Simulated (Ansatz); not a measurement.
Au₂O⁺. Total charge 1; quartet. Geometry r2SCAN-D4/def2-TZVP; atoms count from 1.

```xyz
3

Au   -1.449   -1.061    0.707
Au    1.451    1.062   -0.702
O    -0.002   -0.001   -0.005
```

In the def2 sets Au takes a core potential; there is no spin–orbit coupling. At PBE0-D4/def2-TZVP a doublet of charge 1 lies 1.84 eV below the quartet, each at its own geometry. The structure comes from a short search, and lower isomers may exist.

Question: Estimate the Mulliken populations from the PBE0/def2-TZVP orbitals of Ansatz.

Answer: 
```
atom  charge (e)  spin (α − β)  d electrons
 Au1        0.65          0.94         9.41
 Au2        0.65          0.94         9.42
  O3       -0.30          1.11            –
```
Mulliken values and Mayer orders depend strongly on the basis.

Question: Where does the spin sit?

Answer: Summed by element: Au 1.89, O 1.11, of 3 unpaired in all. Largest on single atoms: O3 1.11, Au1 0.94, Au2 0.94.

Question: And the Mayer bond orders between bonded heavy atoms (over 0.3)?

Answer: Au1–O3 0.91 (1.93 Å); Au2–O3 0.90 (1.93 Å). Values over 0.3 also appear between atoms too far apart for a bond (Au1–Au2 0.60 at 3.86 Å); they arise where an orbital or an unpaired electron spreads over both atoms.
